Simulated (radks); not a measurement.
Coulomb parameter of the 5d shell of the osmium ion Os+ in the model configuration [Xe] 4f14 5d5.5 6s1.5, as a second difference U = [E(n + 0.5) + E(n - 0.5) - 2 E(n)] / (0.5)^2 with all orbitals relaxed. "Bare": the charge of the atom changes with n. "Screened": the 6s shell takes up the change at fixed total charge, which measures U(5d,5d) + U(6s,6s) - 2 U(5d,6s). Method: Dirac Kohn-Sham, PBEsol, spin-unpolarised, spherical densities, point nucleus; open shells are shared between the two j in proportion to 2j + 1; computed with a radial shooting solver on a logarithmic mesh with Libxc functionals.

case                   configuration  E - E(n) (eV)
start          [Xe] 4f14 5d5.5 6s1.5          0.000
bare +0.5        [Xe] 4f14 5d6 6s1.5         -6.313
bare -0.5        [Xe] 4f14 5d5 6s1.5          8.951
screened +0.5      [Xe] 4f14 5d6 6s1         -0.622
screened -0.5      [Xe] 4f14 5d5 6s2          0.873

U(bare) = 10.553 eV, U(screened by 6s) = 1.006 eV.
